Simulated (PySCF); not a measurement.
# Simulated absorption spectrum

Compound: BMe2(SMe), C₃H₉BS.
SMILES: `CSB(C)C`

Method used: TDDFT B3LYP/def2-SVPD, vertical, gas phase, core orbitals frozen in the response (PySCF). One conformer (not necessarily the lowest) at the PBE0-D3(BJ)/def2-SVP geometry, without solvent, vibrations or thermal averaging.

Computed states:

```json
{"state": "S1", "E (eV)": "6.05", "f": "0.176"}
{"state": "S2", "E (eV)": "6.16", "f": "0.0057"}
{"state": "S3", "E (eV)": "6.29", "f": "0.0019"}
{"state": "S4", "E (eV)": "6.51", "f": "0.010"}
{"state": "S5", "E (eV)": "6.87", "f": "0.0006"}
{"state": "S6", "E (eV)": "7.17", "f": "0.035"}
{"state": "S7", "E (eV)": "7.25", "f": "0.013"}
{"state": "S8", "E (eV)": "7.51", "f": "0.015"}
{"state": "S9", "E (eV)": "7.62", "f": "0.053"}
{"state": "S10", "E (eV)": "7.84", "f": "0.012"}
```

Broadening: Gaussians 0.5 eV wide at half height, area fixed by f = 4.319×10⁻⁹ ∫ε dν̃. The width is an assumption, not a result. The curve ends short of the highest state used, and states not computed would add to its high-energy end.

Problem. Give the broadened spectrum and its maxima.

Solution. 
| E (eV) | ε (L mol⁻¹ cm⁻¹) |
| --- | --- |
| 5.30 | 19 |
| 5.33 | 31 |
| 5.37 | 58 |
| 5.40 | 90 |
| 5.44 | 158 |
| 5.47 | 235 |
| 5.51 | 385 |
| 5.55 | 611 |
| 5.58 | 843 |
| 5.62 | 1256 |
| 5.65 | 1654 |
| 5.69 | 2317 |
| 5.72 | 2914 |
| 5.76 | 3836 |
| 5.79 | 4607 |
| 5.83 | 5702 |
| 5.86 | 6539 |
| 5.90 | 7611 |
| 5.93 | 8335 |
| 5.97 | 9126 |
| 6.00 | 9548 |
| 6.04 | 9839 |
| 6.07 | 9840 |
| 6.11 | 9555 |
| 6.14 | 9144 |
| 6.18 | 8381 |
| 6.22 | 7444 |
| 6.25 | 6677 |
| 6.29 | 5636 |
| 6.32 | 4880 |
| 6.36 | 3948 |
| 6.39 | 3327 |
| 6.43 | 2618 |
| 6.46 | 2175 |
| 6.50 | 1697 |
| 6.53 | 1415 |
| 6.57 | 1124 |
| 6.60 | 961 |
| 6.64 | 806 |
| 6.67 | 729 |
| 6.71 | 677 |
| 6.74 | 674 |
| 6.78 | 719 |
| 6.81 | 788 |
| 6.85 | 930 |
| 6.89 | 1126 |
| 6.92 | 1305 |
| 6.96 | 1578 |
| 6.99 | 1802 |
| 7.03 | 2114 |
| 7.06 | 2348 |
| 7.10 | 2649 |
| 7.13 | 2859 |
| 7.17 | 3112 |
| 7.20 | 3280 |
| 7.24 | 3477 |

Maxima: 205 nm (6.06 eV), ε about 9900, made up of S1 (96%) (ε in L mol⁻¹ cm⁻¹; maxima over ε = 5, shares over 10%). At its high-energy end, 7.24 eV, the curve is still rising (ε about 3500, from S6, S7, S8 and S9).

Problem. On this curve, what absorbance would a 10⁻⁴ mol/L sample give at 193 nm over a 1 cm path?

Solution. 193 nm is 6.424 eV, where ε is about 2700 L mol⁻¹ cm⁻¹, so A = ε c l ≈ 0.27 (Beer–Lambert, with the gas-phase spectrum and the assumed width).

Problem. Coming from long wavelengths, where does ε first pass 100 L mol⁻¹ cm⁻¹?

Solution. At about 229 nm (5.41 eV), 0.64 eV below S1.

Problem. What would ε be at 6.06 eV, the highest of these maxima, with half the width (0.25 eV)?

Solution. About 19300 L mol⁻¹ cm⁻¹ against 9860, a factor of about 1.95; a lone state at its own centre would give exactly 2.
